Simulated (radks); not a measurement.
Values are calculated unless marked as measured or tabulated.
These are the eigenvalues of the occupied orbitals of an atom or ion with whole-number occupations (eV). Code: a radial shooting solver on a logarithmic mesh with Libxc functionals. Model: Dirac Kohn-Sham, exchange-only LDA, spin-unpolarised, spherical densities, finite nucleus; Fermi nuclear charge, rms radius of each element as measured or else 0.836 A^(1/3) + 0.57 fm.

| orbital | eigenvalue |
|---|---|
| 1s1/2 | -1537.186 |
| 2s1/2 | -132.0065 |
| 2p1/2 | -95.3150 |
| 2p3/2 | -94.8342 |
| 3s1/2 | -17.0630 |
| 3p1/2 | -10.5202 |

Which element is it, and in what charge state? The configuration may be excited. Open shells, if any, fill j = l - 1/2 first.

Answer. Z = 13, aluminium, charge +1: Al+ in [He] 2s2 2p5 3s2 3p1. The list shows which subshells hold electrons but not how many an open one holds; the 1s level, -56.491 hartree, gives Z - s = 10.6 by -(Z - s)^2/2, which with screening and relativity narrows Z to a few neighbours, and the depths of the outer levels then fix element, charge and occupations together.
